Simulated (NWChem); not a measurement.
System: triflic acid (CHF3O3S); SMILES O=S(=O)(O)C(F)(F)F

Here is an NWChem input.

```
start job
memory heap 200 mb stack 900 mb global 1100 mb
geometry units angstroms noautosym nocenter noautoz
  O     -1.172217    -1.214535    -0.814503
  S      0.135924    -0.860162     0.054000
  O     -0.090028    -1.260252     1.423870
  O      1.283082    -1.236088    -0.724218
  C      0.014536     0.991597     0.007690
  F      0.981237     1.497855     0.744044
  F      0.123300     1.420978    -1.231066
  F     -1.158211     1.356198     0.501529
  H     -1.920664    -1.336549    -0.207563
end
basis spherical
  * library 6-311g**
end
dft
  xc pbe0
  iterations 150
end
tddft
  cis
  ecut -9.0
  nroots 6
  notriplet
end
task tddft energy
```

Geometry: optimised at PBE0/def2-SVP.

Core excitations by TDA in a window of 1s orbitals, non-relativistic and unshifted: absolute energies depend strongly on the exact-exchange share.

Task: What results follow from this input? (PBE0/6-311G** (spherical d), restricted-window TDA.) Quantities: first 1s excitation (eV); dipole oscillator strength of the first; first state with f > 0.002 (eV); dipole oscillator strength of that state.

Result: 
| Item | Result |
|---|---|
| first 1s excitation (eV) | 284.4 |
| dipole oscillator strength of the first | 0.0563 |
| first state with f > 0.002 (eV) | 284.4 |
| dipole oscillator strength of that state | 0.0563 |
